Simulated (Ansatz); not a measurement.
Basis-set extrapolation for `C#C[SiH2]C#C` (PBE0-D4/def2-TZVP geometry, frozen core, Ansatz 0.2.0). Multiplicity 1, RHF reference.

|  | def2-TZVPP | def2-QZVPP |
| --- | --- | --- |
| HF | -442.695715 | -442.710829 |
| MP2 correlation | -0.714458 | -0.761833 |
| CCSD(T) correlation | -0.783556 | not run |

Energies in hartree. Use E(X) = E(∞) + A·exp(−7.88·√X) for Hartree–Fock and E(X) = E(∞) + B·X^(−2.97) for correlation, with X = 3 and 4, and add CCSD(T) minus MP2 of the smaller set to the MP2 limit.

Q: What is the CCSD(T) energy at the basis-set limit?

A: HF limit: -442.710829 + (-0.015114) × 0.13774 = -442.71291. MP2 limit: -0.761833 + (-0.047375) × 0.74074 = -0.79693. Higher-order term: -0.783556 − (-0.714458) = -0.06910. Total: -443.57894 hartree, 261.7 kJ/mol below CCSD(T)/def2-TZVPP.
